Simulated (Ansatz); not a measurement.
The first iterations of a band of C$_{2}$H$_{10}$O$_{2}$Si$_{2}$ (16 atoms, charge 0, multiplicity 1).

All numbers below come from RKS B3LYP/6-31G* in Ansatz.

```
movable images  : 7
climbing image  : yes
spring          : 5.0 eV/Å²
optimiser       : quadratic models (default)
start path      : through a guess of the saddle point
force threshold : 0.03 eV/Å
iteration limit : 40
end points      : relaxed
```

Initial state:

```xyz
16
Properties=species:S:1:pos:R:3
O 0.265 -2.995 -1.152
C 1.383 -2.184 -0.886
O 1.101 -0.806 -0.926
C 0.217 -0.368 0.112
Si -0.124 1.487 -0.168
Si -1.542 2.359 1.497
H -0.027 -2.792 -2.056
H 1.730 -2.488 0.110
H 2.183 -2.329 -1.624
H 0.678 -0.536 1.100
H -0.717 -0.947 0.091
H 1.167 2.231 -0.162
H -0.755 1.670 -1.505
H -0.945 2.193 2.853
H -1.776 3.812 1.269
H -2.864 1.670 1.492
```

Final state:

```xyz
16
Properties=species:S:1:pos:R:3
O 1.271 -2.843 -0.127
C 1.456 -1.732 -0.971
O 0.248 -1.169 -1.421
C -0.539 -0.564 -0.378
Si -0.128 1.299 -0.186
Si -1.309 2.294 1.592
H 0.789 -3.512 -0.640
H 2.045 -1.019 -0.379
H 1.999 -1.994 -1.887
H -0.418 -1.122 0.559
H -1.587 -0.675 -0.680
H 1.336 1.464 0.045
H -0.458 1.995 -1.461
H -0.970 1.642 2.888
H -0.978 3.743 1.700
H -2.781 2.171 1.389
```

| iteration | highest image above the first end (eV) | largest band force component (eV/Å) |
| --- | --- | --- |
| 1 | 0.723 | 3.670 |
| 2 | 0.140 | 1.294 |

Problem. Does the band converge within its limit, and where does its top end?

Solution. It converged. It ended after 8 iterations with the highest image 0.065 eV above the first end. A vibrational analysis at the climbing image gives one clearly imaginary mode, 63i cm⁻¹: a first-order saddle point.

The run took 4.5 min on 2 threads of Arm Neoverse V2, on a shared host, peak memory 0.32 GiB.
